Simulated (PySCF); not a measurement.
**Correlation energy of Ir³⁺ (iridium, charge +3)**

[Xe] 4f14 5d6, high-spin 5D determinant. Calculation: PySCF 2.14, in x2c-TZVPPall with one added diffuse shell each of s, p, d, f type (12s8p8d4f1g, 113 functions); scalar relativity by spin-free X2C-1e. Frozen: [Xe] 4f14; 6 electrons correlated.

```json
{"level": "CCSD", "correlation energy (mhartree)": "-94.69"}
{"level": "(T)", "correlation energy (mhartree)": "-1.67"}
{"level": "CCSD(T)", "correlation energy (mhartree)": "-96.36"}
```

Diagnostics: T1 = 0.0017, D1 = 0.0035, largest double amplitude 0.037.

Spin-orbit coupling, absent here, splits the open shell strongly.

Cost of the coupled-cluster step: of the order of 30 core-seconds, for 6 correlated electrons.

Iterations:

```
CC2 = 0
CCSD nocc = (np.int64(5), np.int64(1)), nmo = (79, 79)
frozen orbitals [[0, 1, 2, 3, 4, 5, 6, 7, 8, 9, 10, 11, 12, 13, 14, 15, 16, 17, 18, 19, 20, 21, 22, 23, 24, 25, 26, 27, 28, 29, 30, 31, 32, 33], [0, 1, 2, 3, 4, 5, 6, 7, 8, 9, 10, 11, 12, 13, 14, 15, 16, 17, 18, 19, 20, 21, 22, 23, 24, 25, 26, 27, 28, 29, 30, 31, 32, 33]]
max_cycle = 100
direct = 0
conv_tol = 1e-08
conv_tol_normt = 1e-06
diis_space = 8
diis_start_cycle = 0
Init t2, MP2 energy = -0.0881546226518354
Init E_corr(UCCSD) = -0.088154622658806
cycle = 1  E_corr(UCCSD) = -0.0934985115828166  dE = -0.00534388892  norm(t1,t2) = 0.0171139
cycle = 2  E_corr(UCCSD) = -0.0941436599880752  dE = -0.000645148405  norm(t1,t2) = 0.00882603
cycle = 3  E_corr(UCCSD) = -0.0946826175163732  dE = -0.000538957528  norm(t1,t2) = 0.00593573
cycle = 4  E_corr(UCCSD) = -0.0946676943798734  dE = 1.49231365e-05  norm(t1,t2) = 0.00167115
cycle = 5  E_corr(UCCSD) = -0.0946867415346219  dE = -1.90471547e-05  norm(t1,t2) = 0.000426585
cycle = 6  E_corr(UCCSD) = -0.0946853255463972  dE = 1.41598822e-06  norm(t1,t2) = 0.000138219
cycle = 7  E_corr(UCCSD) = -0.0946853914675671  dE = -6.59211699e-08  norm(t1,t2) = 6.34987e-05
cycle = 8  E_corr(UCCSD) = -0.0946858051208024  dE = -4.13653235e-07  norm(t1,t2) = 2.45101e-05
cycle = 9  E_corr(UCCSD) = -0.0946857265296146  dE = 7.85911878e-08  norm(t1,t2) = 6.35043e-06
cycle = 10  E_corr(UCCSD) = -0.0946857181828623  dE = 8.34675225e-09  norm(t1,t2) = 1.59694e-06
cycle = 11  E_corr(UCCSD) = -0.0946857237442651  dE = -5.56140273e-09  norm(t1,t2) = 5.66653e-07
UCCSD converged
E(UCCSD) = -17822.17584336078  E_corr = -0.09468572374426507
UCCSD(T) correction = -0.00166983805628936
```
